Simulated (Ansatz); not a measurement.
```xyz
10

Al    1.7823    0.1923   -0.4548
C    -0.1059    0.6414   -0.1234
Si   -1.2729   -0.4997    0.7756
I    -0.3504    0.3350   -2.2887
H     2.2040   -1.3245   -0.3003
H     2.7883    1.3809   -0.7365
H    -0.3280    1.6999    0.0165
H    -2.6974   -0.2452    0.4311
H    -1.0828   -0.2732    2.2359
H    -0.9372   -1.9070    0.4445
```

Charge 0, multiplicity 1. I takes the def2 core potential. The bonds changed during the relaxation, so this is another structure than the one it started from.

Q: List the B3LYP/def2-TZVPP orbital energies in eV (Ansatz). (Estimate.)

A: Ansatz gave: Occupied: -1799.05, -1524.29, -277.71, -186.89, -143.60, -133.10, -132.85, -132.80, -112.28, -98.92, -98.91, -98.90, -73.02, -72.84, -72.80, -52.78, -52.71, -52.66, -52.45, -52.45, -20.73, -17.65, -14.46, -12.12, -10.88, -10.14, -9.60, -9.48, -8.52, -8.28, -7.67, -7.46. Lowest empty: -1.95, -1.02, 0.26, 0.85, 1.02, 1.17, 1.34, 1.58.

B3LYP here is the variant with VWN-RPA as its local correlation; programs differ in this.
